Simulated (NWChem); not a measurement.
## Basis-set convergence for H2PbS2

```xyz
5

Pb     0.2471     0.4493     0.0000
S      1.1124    -1.9467     0.0000
H     -0.1129    -2.5179     0.0000
S     -2.2044    -0.2614     0.0000
H     -2.6750     1.0063     0.0000
```
Charge 0, spin multiplicity 1.

All runs are NWChem calculations. The geometry was optimised at PBE0/def2-SVP with def2 effective core potentials on Pb, a minimum by its harmonic frequencies. It is one conformer; others weren't searched.

Quantity: LUMO energy at the level PBE0.

Effective core potentials replace the inner electrons of Pb; spin-orbit coupling is left out. The structure started from a generated list of species.

Relative cost: rough, from shared machines, SCF included, def2-SVP = 1.

Q: In def2-TZVPD the value is -2.62 eV. Among def2-SVP, def2-SVPD, def2-TZVP, def2-TZVPP, which is the smallest basis within 0.1 eV of it?

A: def2-SVPD, with 102 functions against 166 (also within reach: def2-TZVP, def2-TZVPP). def2-TZVPD isn't the basis-set limit itself, and a small set can land close by cancellation.

```csv
basis,functions,LUMO energy (eV),relative cost
def2-SVP,72,-2.44,1
def2-SVPD,102,-2.63,under 3
def2-TZVP,136,-2.56,under 3
def2-TZVPP,162,-2.57,under 3
def2-TZVPD,166,-2.62,under 3
```
